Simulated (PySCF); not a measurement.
**Radial density of Pd³⁺ (palladium, charge +3)**

CAM-B3LYP, [Kr] 4d7, high-spin 4F determinant. All numbers are calculated (PySCF 2.14, scalar relativity through the core potential, in aug-cc-pwCVDZ-PP with ECP28MDF (6s6p5d3f, 70 functions)). This is the valence pseudo-density: the core potential removes the inner electrons and smooths the orbitals near the nucleus.

| r (bohr) | 4πr²ρ (e/bohr) | 4πr²(ρα − ρβ) |
| --- | --- | --- |
| 0.0187 | 1.490e-05 | 0.0000 |
| 0.0314 | 3.758e-05 | 0.0000 |
| 0.0528 | 8.833e-05 | 0.0000 |
| 0.0888 | 0.0003255 | 0.0000 |
| 0.149 | 0.003324 | 0.0007 |
| 0.251 | 0.05504 | 0.0117 |
| 0.423 | 1.322 | 0.1917 |
| 0.711 | 12.45 | 1.6622 |
| 1.20 | 12.63 | 2.5796 |
| 2.01 | 2.010 | 0.6599 |
| 3.38 | 0.06116 | 0.0206 |
| 5.69 | 0.0001660 | 0.0000 |

Energies and moments cover only the electrons outside the core potential.
